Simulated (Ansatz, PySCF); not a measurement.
Process, species as SMILES: [F][GeH]([F])[F] [trifluorogermane] -> [F][Ge]([F])[F] + H atom (the Ge-H bond at the site shown breaks; other sites are not compared here)
Structures are relaxed separately at B3LYP-D3(BJ)/def2-TZVP in Ansatz (a program for electronic structure).

Property: bond dissociation energy (enthalpy at 298 K, with B3LYP-D3(BJ) rigid-rotor harmonic-oscillator terms from PySCF), in kcal/mol. Correlated levels leave the core frozen unless marked. Open shells are spin-unrestricted. Spin-orbit coupling is left out. The frozen core is the preceding noble-gas configuration, with the filled d and f shells of earlier blocks. No relativistic terms. Basis-set limits of correlation are two-point, X^-3; Hartree-Fock from the larger set. [CCSD(T)-MP2]/basis is that difference in the basis named.

RI-MP2/CBS(cc-pVTZ,cc-pVQZ)+[CCSD(T)-MP2]/cc-pVTZ (Ansatz) gives 89.6 kcal/mol.

### Question
Another calculation gave 86.8 kcal/mol. Which level was it?
A. PBE/def2-TZVPD (Ansatz)
B. BHLYP/def2-TZVPD (Ansatz)
C. SVWN5/def2-TZVPD (Ansatz)
D. r2SCAN/def2-TZVPD (Ansatz)

### Answer
B, BHLYP/def2-TZVPD (Ansatz). The others give 82.9 (r2SCAN), 79.3 (PBE), 90.2 (SVWN5) kcal/mol.
